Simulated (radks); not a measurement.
Values are calculated unless marked as measured or tabulated.
Ionisation of neutral scandium, [Ar] 3d1 4s2, to Sc+, [Ar] 3d1 4s1, under several functionals. Dirac Kohn-Sham, spin-unpolarised, spherical densities, finite nucleus; open shells are shared between the two j in proportion to 2j + 1; a radial shooting solver on a logarithmic mesh with Libxc functionals.

functional,E(Sc) (hartree),Exc (hartree),IE (eV),-e(HOMO) (eV),<r> HOMO (bohr),IE error (eV)
"LDA (Slater exchange, VWN5 correlation)",-762.33211,-37.11743,7.059,3.417,1.857,+0.498
RPBE,-764.23232,-39.06532,6.819,3.175,1.874,+0.257
AM05,-762.47220,-37.26102,6.842,3.222,1.863,+0.281
PW91,-764.30343,-39.13968,6.937,3.280,1.867,+0.375
exchange-only LDA,-760.65161,-35.39288,6.173,2.306,1.925,-0.388

NIST Atomic Spectra Database: 6.561 eV (measured). Closest: RPBE. The Delta-SCF values span 0.89 eV, the total energies 3.65 hartree. The highest occupied level is 3d5/2. Spin polarisation and multiplet splitting are left out, so open shells lie too high by an amount that depends on their filling.

Beside tabulated values, note that spin-unpolarised runs miss the spin-polarisation part of the exchange energy of open shells.
